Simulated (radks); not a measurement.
The numbers below are computed, except where a source is named.
Neutral dysprosium inside a hard spherical wall (all orbitals vanish at R), configuration held at [Xe] 4f10 6s2 and not refilled when levels cross. Level of theory: scalar-relativistic Kohn-Sham, PBEsol, spin-polarised, spherical densities, finite nucleus; open shells are filled with parallel spins first (spin-orbit coupling, left out, can overturn this in heavy ions); Fermi nuclear charge, rms radius 5.2218 fm (a radial shooting solver on a logarithmic mesh with Libxc functionals). Eigenvalues in eV for spin up, with the zero of energy where the potential of the charges vanishes at infinity; a dash marks a level that is unbound or too diffuse for the functional's potential to be trusted. A positive occupied level is held by the wall or, in an anion where self-interaction has pushed it up, behind a barrier. The pressure on the wall is -dE/dV.

| R (bohr) | E (hartree) | kinetic (hartree) | e(5s) | e(5p) | e(4f) | e(6s) | e(5d, empty) | e(6p, empty) | pressure (GPa) |
|---|---|---|---|---|---|---|---|---|---|
| free | -12152.2701 | 13107.168 | -49.719 | -25.945 | -4.399 | -3.820 | -1.321 | -1.159 | 0 |
| 20 | -12152.2701 | 13107.168 | -49.719 | -25.945 | -4.399 | -3.820 | -1.321 | -1.158 | < 0.0001 |
| 15 | -12152.2700 | 13107.169 | -49.717 | -25.943 | -4.396 | -3.818 | -1.318 | -1.143 | 0.000176 |
| 12 | -12152.2697 | 13107.172 | -49.687 | -25.913 | -4.366 | -3.796 | -1.286 | -1.059 | 0.00557 |
| 10 | -12152.2676 | 13107.190 | -49.559 | -25.787 | -4.241 | -3.695 | -1.164 | -0.813 | 0.0554 |
| 5 | -12151.9846 | 13108.384 | -45.677 | -22.057 | -0.313 | 1.917 | 3.054 | 8.277 | 27.2 |
| 3.5 | -12150.6577 | 13113.399 | -38.610 | -15.262 | 7.710 | 20.442 | 12.705 | 33.503 | 416 |
| 2.5 | -12144.5357 | 13135.407 | -20.053 | 5.122 | 29.872 | 83.254 | 41.379 | 108.04 | 5270 |
| 1.5 | -12083.1309 | 13323.594 | 109.32 | 155.83 | 135.74 | 484.36 | 228.01 | 538.14 | 195000 |
